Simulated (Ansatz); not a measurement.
Geometry optimisation, UKS PBE-D4/STO-3G in Ansatz 0.2.0.

Input:

```yaml
crystal:
  periodic: [false, false, false]
  atoms:
    - { symbol: B, position_ang: [-1.2203, 1.23, 1.0569] }
    - { symbol: C, position_ang: [-0.4217, -0.0036, 0.5948] }
    - { symbol: O, position_ang: [0.5328, -0.263, 1.5481] }
    - { symbol: C, position_ang: [0.3206, 0.268, -0.7682] }
    - { symbol: C, position_ang: [0.9825, -0.9879, -1.2945] }
    - { symbol: H, position_ang: [-2.4334, 1.1954, 1.2182] }
    - { symbol: H, position_ang: [-0.7086, 2.3186, 1.2139] }
    - { symbol: H, position_ang: [-1.0747, -0.8501, 0.4926] }
    - { symbol: H, position_ang: [0.1302, -0.759, 2.3337] }
    - { symbol: H, position_ang: [-0.5241, 0.5395, -1.491] }
    - { symbol: H, position_ang: [0.9618, 1.0974, -0.6603] }
    - { symbol: H, position_ang: [1.4447, -0.7554, -2.2539] }
    - { symbol: H, position_ang: [0.2258, -1.8053, -1.3989] }
    - { symbol: H, position_ang: [1.7714, -1.2539, -0.5626] }
magnetization:
  spin_polarized: true
basis:
  gaussian: { orbitals: STO-3G }
hamiltonian:
  xc: pbe
  dispersion: d4
relax:
  f_tol: 0.02
  max_steps: 50
```

Launched with:

```bash
$ ansatz run input.yaml --threads 1 --pin off --max-ram 2048MiB --backend cpu --events-out ev --progress --plain --runs-dir out
```

Problem. Where does it end, and by what steps?

Solution. The run converged. Limits of this set-up: minimal basis. After 11 steps the energy has fallen by 2.208 eV; H6 moved furthest, 1.01 Å. Joined: B1–O3.

```tsv
step	energy less start (eV)	largest force component (eV/Å)	accepted
0	0.0000	5.255	yes
1	-0.6623	1.945	yes
2	-0.8431	0.941	yes
3	-0.9582	0.900	yes
4	-1.2707	1.983	yes
5	-1.7981	2.693	yes
6	-2.0751	2.112	yes
7	-2.1627	0.595	yes
8	-2.1989	0.224	yes
9	-2.2065	0.072	yes
10	-2.2074	0.038	yes
11	-2.2079	0.018	yes
```

```xyz
14
Properties=species:S:1:pos:R:3
B -1.026 1.184 1.334
C -0.703 0.047 0.287
O 0.164 0.098 1.594
C 0.201 0.237 -0.948
C 1.088 -1.002 -1.271
H -1.925 1.038 2.080
H -0.568 2.253 1.163
H -1.267 -0.913 0.263
H -0.276 -0.624 2.192
H -0.470 0.451 -1.808
H 0.836 1.134 -0.800
H 1.701 -0.816 -2.173
H 0.461 -1.895 -1.455
H 1.770 -1.221 -0.428
```

Run time: 36 s on 1 thread of AMD EPYC 7B13 (Zen 3) (shared host), peak memory 0.17 GiB.
